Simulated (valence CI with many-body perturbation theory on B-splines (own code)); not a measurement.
**Sensitivity of CI+MBPT for Pt71+**

Calculated by configuration interaction combined with many-body perturbation theory (CI+MBPT): five valence electrons over a frozen Dirac-Fock core [He], radial functions for each j: 6 s, 6 p, 5 d, 3 f, 1 g, with the one-electron correlation potential Σ1 (screened to all orders), the two-electron term Σ2, the three-electron term Σ3, Breit, model QED; selected single and double excitations, second order for the rest, scaled by the run's own slope (own B-spline code, finite nucleus).

No measured spectrum was set against this ion. As an estimate, large intervals hold to a few tenths of a per cent, small ones and those within an open d or f shell to about a per cent. Among the levels kept, up to 1800 cm⁻¹ of a level comes from second order outside the variational space, and about a tenth of that is noise between levels of different J, which matters for small intervals.

The reference run has the lowest level (2s^2 2p1/2^2 2p3/2) J=3/2 and an ionisation energy of 18636.1 eV. Its largest variational space holds 10000 state functions.

Levels are named by their leading jj configuration (3d3/2^4 stands for four electrons in 3d with j = 3/2), which in mixed levels can hold well under half, so a name can repeat and another be missing. Letters in brackets count levels of one name in rising energy.

Changed runs:
A. shift of the energy in Σ1 (hartree) 0 → -48.133
B. Breit term on → off
C. scale of Σ1 1 → 0; scale of Σ2 1 → 0; three-electron term on → off
D. scale of Σ1 1 → 0 (bad on purpose)

Excitation energies of the reference run in eV, and shifts in cm⁻¹:

| Level | Reference | A | B | C | D |
| --- | --- | --- | --- | --- | --- |
| (2s^2 2p1/2 2p3/2^2) J=3/2 | 1777.2 | -20 | +187437 | -1687 | -2054 |
| (2s^2 2p1/2 2p3/2^2) J=5/2 | 1800.3 | -20 | +283523 | -1722 | -2054 |
| (2s^2 2p1/2 2p3/2^2) J=1/2 | 1858.0 | -20 | +161144 | -1837 | -2064 |
| (2s 2p1/2^2 2p3/2^2) J=5/2 | 2154.3 | +2.3 | +80089 | +4609 | +940 |
| (2s 2p1/2^2 2p3/2^2) J=1/2 | 2268.8 | +2.1 | -19347 | +5503 | +927 |
| (2s 2p1/2^2 2p3/2^2) J=3/2 | 2270.0 | +2.2 | +43291 | +7520 | +936 |
| (2s^2 2p3/2^3) J=3/2 | 3639.5 | -39 | +375419 | -3654 | -4094 |
| (2s 2p1/2 2p3/2^3) J=3/2 [a] | 3961.7 | -17 | +211535 | +2036 | -1116 |
| (2s 2p1/2 2p3/2^3) J=5/2 | 4004.0 | -17 | +311432 | +2812 | -1113 |
| (2s 2p1/2 2p3/2^3) J=1/2 | 4076.0 | -17 | +207101 | +5157 | -1118 |
| (2s 2p1/2 2p3/2^3) J=3/2 [b] | 4083.4 | -17 | +261874 | +4829 | -1116 |
| (2p1/2^2 2p3/2^3) J=3/2 | 4499.4 | +4.1 | +63116 | +12239 | +1833 |
| Ionisation energy (eV) | 18636.1 | -0.004 | +16.2 | -0.2 | -0.31 |
